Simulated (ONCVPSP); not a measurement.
## Cutoff test, Ar (Z = 18), ONCV

argon (Ar), optimised norm-conserving Vanderbilt (ONCV), made with ONCVPSP 4.0.1 (PBEsol, scalar-relativistic). Core [Ne], reference 3s2 3p4 (charge +2). Waves: 3s: rc 1.15 bohr, ncon 4, nbas 7, qcut 6.4 1/bohr, 1 projector; 3p: rc 1.10 bohr, ncon 4, nbas 8, qcut 7.8 1/bohr, 2 projectors, debl 2.9 Ha; d scattering state at 0.41 Ha: rc 1.20 bohr, ncon 3, nbas 8, qcut 7.6 1/bohr, 1 projector. Local part: polynomial inside 1.00 bohr (lpopt 3, dvloc0 4 Ha). Core correction: Teter function, fcfact 5.75, rcfact 1.86.

In the d channel the program set the typed energies aside and used 0.050 Ha.

For each optimised wave give the share of its norm inside rc, the residual kinetic energy above qcut (Ha) and the cutoffs (Ha) for errors of 10, 1, 0.1 and 0.01 mHa per electron.

| wave | norm inside rc | residual KE | 10 mHa | 1 mHa | 0.1 mHa | 0.01 mHa |
| --- | --- | --- | --- | --- | --- | --- |
| 3s | 0.387 | 6.8e-04 | 14.8 | 19.7 | 37.8 | 72.1 |
| 3p | 0.272 | 6.9e-05 | 7.2 | 17.8 | 26.5 | 159.1 |
| p projector 2 | 0.053 | 2.2e-03 | 8.2 | 71.3 | 209.9 | 239.1 |
| d projector 1 | 0.100 | 1.0e-03 | 20.9 | 29.4 | 158.7 | 272.4 |

The occupied waves need 20 Ha and 38 Ha for 1 and 0.1 mHa.
